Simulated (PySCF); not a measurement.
Geometry:
```csv
atom,x (Å),y (Å),z (Å)
B1,2.289,0.371,-0.336
C2,1.001,0.192,0.460
C3,0.279,-1.154,0.557
C4,-1.221,-1.022,0.862
Si5,-1.982,0.136,-0.437
Si6,-0.007,1.361,-0.753
H7,2.965,1.367,-0.190
H8,2.599,-0.429,-1.192
H9,0.950,0.769,1.400
H10,0.770,-1.765,1.334
H11,0.422,-1.707,-0.388
H12,-1.363,-0.560,1.855
H13,-1.720,-2.004,0.894
H14,-2.385,-0.598,-1.677
H15,-3.146,0.931,0.060
H16,0.524,1.316,-2.152
H17,0.019,2.775,-0.277
```

Geometry: PBE0-D3(BJ)/def2-SVP; GIAO shifts from PySCF 2.14, gas phase, non-relativistic, averaged over equivalent atoms.

At PBE0/pcSseg-1 (171 basis functions, 70 s wall time on 1 thread of an Intel Xeon, shared host):
| atoms | δ (ppm) |
| --- | --- |
| B1 | 58.9 |
| C2 | 54.4 |
| C3 | 34.7 |
| C4 | 17.1 |
| Si5 | -61.0 |
| Si6 | -93.3 |
| H7/H8 | 6.24 |
| H15 | 4.04 |
| H14 | 3.75 |
| H16 | 3.30 |
| H17 | 3.30 |
| H9 | 2.97 |
| H10 | 2.68 |
| H13 | 1.49 |
| H11 | 1.32 |
| H12 | 0.84 |

References, each an isolated molecule treated in the same way: 11B (σref 100.73) vs BF3·OEt2; 13C (σref 184.41), 29Si (σref 351.99), 1H (σref 31.27) vs TMS.

Predict the values at CAM-B3LYP/pcSseg-1 on the same geometry.

Results:


```
atoms  δ at CAM-B3LYP/pcSseg-1  change
   B1                     63.2    +4.3
   C2                     53.1    -1.3
   C3                     33.6    -1.1
   C4                     15.9    -1.2
  Si5                    -62.2    -1.2
  Si6                    -90.5    +2.8
H7/H8                     6.21   -0.03
  H15                     3.91   -0.13
  H14                     3.63   -0.12
  H16                     3.20   -0.10
  H17                     3.24   -0.06
   H9                     2.74   -0.23
  H10                     2.61   -0.07
  H13                     1.37   -0.12
  H11                     1.28   -0.04
  H12                     0.72   -0.12
```

Chemical shifts δ = σref − σ; BF3·OEt2 for 11B (σref 99.35); 13C (σref 182.45) and 29Si (σref 343.41) and 1H (σref 31.33) against TMS, all at this level.

The largest change is at B1 (boron bonded to C, 2 H). Cost: 171 basis functions, 61 s wall time on 1 thread of an Intel Xeon, shared host. The order of the carbon signals is the same at both levels.

A carbon bonded to boron is broadened by the quadrupolar boron nucleus and is often missing from a measured spectrum.
